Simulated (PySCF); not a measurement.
HIOSi, SMILES O[Si]I (connectivity only; charge and spin as stated), neutral, multiplicity 1. Heavy atoms are numbered as in [Si:1]([I:2])[OH:3]. Hydrogens are named by the atom that carries them.

Geometry: B3LYP-D3(BJ)/def2-TZVP. The def2 effective core potentials stand for the cores of I; spin–orbit coupling is left out. The values are those of a single conformer.

The numbers are results of PBE0/def2-TZVPD (PySCF), not measurements.

Mulliken values depend strongly on the basis, most of all with diffuse functions as here. ESP charges are fitted to the potential on shells at 1.4 to 2.0 van der Waals radii. Atomic charges (e), one atom of each kind:

```
atom        ESP fit  Mulliken
-------  ----------  --------
Si1      (withheld)      0.17
I2       (withheld)     -0.12
O3 (OH)  (withheld)     -0.37
H on O3  (withheld)      0.31
```

What belongs in the gaps? (The exact figures need the calculation; the answer reports its results.)


- Si1, ESP fit: 0.12
- I2, ESP fit: -0.09
- O3 (OH), ESP fit: -0.44
- H on O3, ESP fit: 0.40
